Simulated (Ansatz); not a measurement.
`[BH2][GeH2][SiH2][SiH3]`, relaxed with RKS PBE0-D4/def2-TZVP in Ansatz from a PBE-D4/def2-SVP geometry. The force threshold is 0.005 eV/Å; the program also tests the step.

The species carries charge 0 and has multiplicity 1.

Start:

```xyz
13

B    -0.006    0.244    2.470
Ge   -0.103    1.444    0.789
Si    0.744    0.381   -1.182
Si   -0.445   -1.618   -1.528
H    -0.399    0.664    3.540
H     0.439   -0.886    2.427
H     0.668    2.773    1.059
H    -1.584    1.874    0.552
H     2.201    0.051   -0.967
H     0.642    1.268   -2.396
H    -1.908   -1.320   -1.730
H    -0.307   -2.493   -0.308
H     0.058   -2.382   -2.725
```

(1) By how much does the energy fall, and how many steps does the optimiser take? (An estimate is asked.)

(2) Which bonds change most? (An estimate is asked.)

(3) Give the relaxed structure. (An estimate is asked.)

Answers

(1) Ansatz gave: 10.77 kJ/mol, in 35 steps, 3 of them rejected.

(2) Ansatz gave: B1–Ge2 from 2.068 to 2.040 Å; B1–H5 from 1.215 to 1.194 Å; Ge2–H7 from 1.560 to 1.540 Å; B1–H6 from 1.215 to 1.194 Å.

(3) Computed: 
```xyz
13

B    -0.056    0.202    2.350
Ge   -0.248    1.524    0.808
Si    0.740    0.416   -1.076
Si   -0.335   -1.625   -1.446
H     0.919    0.206    3.040
H    -0.878   -0.647    2.522
H     0.490    2.861    1.007
H    -1.707    1.824    0.418
H     2.186    0.177   -0.809
H     0.626    1.289   -2.277
H    -1.789   -1.398   -1.664
H    -0.168   -2.489   -0.245
H     0.221   -2.338   -2.628
```
